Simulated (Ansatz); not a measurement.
BeF2 (SMILES [F][Be][F]) moved off its minimum; all values from Ansatz (an electronic-structure program), cores frozen in correlated methods.
(charge 0, multiplicity 1)
```xyz
3

Be    -0.0400    -0.2081    -0.1718
F      0.1013     0.1314    -1.5375
F      0.2337    -0.0443     1.3899
```

```tsv
level	largest force (eV/Å)	on atom	rms difference from CCSD(T)/aug-cc-pVTZ (eV/Å)	dipole (D)
HF/def2-TZVPP	4.73	F3	0.327	2.15
PBE/def2-TZVPP	3.81	F3	0.151	1.77
r2SCAN/def2-TZVPP	4.09	F3	0.019	1.87
B3LYP/def2-TZVPP	4.10	F3	0.032	1.88
wB97M-V/def2-TZVPP	4.06	F3	0.027	1.89
MP2/aug-cc-pVTZ	4.03	F3	0.055	1.94
CCSD(T)/aug-cc-pVTZ	4.12	F3	0.000	1.94
```

The differences count from one level among others, with limits of its own. Forces at CCSD(T)/aug-cc-pVTZ (eV/Å):

```tsv
atom	Fx	Fy	Fz
Be1	1.332	1.351	2.881
F2	-0.393	-0.624	1.068
F3	-0.939	-0.728	-3.950
```
